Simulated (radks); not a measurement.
The neon ion Ne+, configuration [He] 2s2 2p5. All-electron calculation, scalar-relativistic Kohn-Sham, LDA (Slater exchange, Perdew-Wang correlation), spin-polarised, spherical densities, point nucleus; open shells are filled with parallel spins first. Program: a radial shooting solver on a logarithmic mesh with Libxc functionals.

Radial electron density D(r) = 4 pi r^2 rho(r):

r (bohr)  D(r) (e/bohr)   spin D(r)
0.007604         0.3907  -0.0000285
0.009362         0.5711  -0.0000391
0.01143          0.8166  -0.0000503
0.01408           1.173  -0.0000593
0.01733           1.665  -0.0000552
0.02134           2.327  -0.0000125
0.02628           3.194    0.000126
0.03235           4.287    0.000486
0.03983           5.597     0.00132
0.04904           7.065     0.00316
0.0599            8.503     0.00680
0.07375           9.819      0.0143
0.0908            10.68      0.0287
0.1118            10.82      0.0552
0.1376            10.10       0.101
0.1695            8.647       0.178
0.2086            6.928       0.294
0.2569            5.592       0.456
0.3138            5.169       0.650
0.3863            5.704       0.862
0.4756            6.747        1.03
0.5856            7.494        1.10
0.721             7.306        1.03
0.8877            6.084       0.829
1.093             4.264       0.565
1.346             2.476       0.319
1.644             1.205       0.150
2.024            0.4506      0.0525
2.491            0.1273      0.0132
3.068           0.02578     0.00217

D(r) has 2 maxima, at r = 0.104, 0.629 bohr, and minima at 0.309 bohr, inside which lie 2.21 electrons.
